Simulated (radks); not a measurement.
Results of a calculation; reference values are marked as such.
Question: Ionisation of Sr3+, [Ar] 3d10 4s2 4p5, to Sr4+, [Ar] 3d10 4s2 4p4, under several functionals. Dirac Kohn-Sham, spin-unpolarised, spherical densities, finite nucleus; open shells fill j = l - 1/2 first; a radial shooting solver on a logarithmic mesh with Libxc functionals. Known Delta-SCF values: OLYP 56.964 eV; HCTH/407 57.328 eV; B86b exchange with PBE correlation 56.864 eV. What does RPBE give, and what is its highest occupied eigenvalue?

Answer: 56.805 eV by Delta-SCF; the 4p3/2 eigenvalue is -49.684 eV. NIST: 56.280 eV (semi-empirical).

Beside tabulated values, note that spin-unpolarised runs miss the spin-polarisation part of the exchange energy of open shells.
